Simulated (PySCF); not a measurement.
C2H5BO2.

```xyz
10

B     -0.0144    -0.5080     0.0000
C     -0.6597     0.9199     0.0000
C      0.0681     2.0462     0.0000
H     -1.7547     1.0209     0.0000
H     -0.3864     3.0431     0.0000
H      1.1625     2.0049     0.0000
O      1.3433    -0.6242     0.0000
H      1.6233    -1.5489     0.0000
O     -0.7576    -1.6601     0.0000
H     -1.7084    -1.5022     0.0000
```
Charge 0, spin multiplicity 1.

Geometry: B3LYP-D3(BJ)/def2-SVP. The values are those of a single conformer.

Calculation: PBE/pcSseg-1 in PySCF. Non-relativistic, no solvent.

Computed absolute GIAO shielding of each atom: isotropic value and principal components (ppm):
| atom | σ(iso) | σ11 | σ22 | σ33 | span |
|---|---|---|---|---|---|
| B1 | 70.6 | 56.3 | 65.9 | 89.4 | 33.2 |
| C2 | 43.4 | -68.3 | 39.3 | 159.2 | 227.5 |
| C3 | 33.9 | -90.6 | 32.8 | 159.5 | 250.0 |
| H4 | 25.5 | 22.9 | 25.3 | 28.3 | 5.4 |
| H5 | 24.9 | 21.9 | 24.8 | 28.0 | 6.1 |
| H6 | 24.5 | 21.1 | 23.9 | 28.5 | 7.4 |
| O7 | 218.3 | 117.0 | 258.2 | 279.8 | 162.8 |
| H8 | 27.6 | 22.5 | 24.1 | 36.2 | 13.6 |
| O9 | 199.0 | 92.7 | 250.9 | 253.3 | 160.6 |
| H10 | 27.5 | 22.3 | 24.5 | 35.7 | 13.3 |
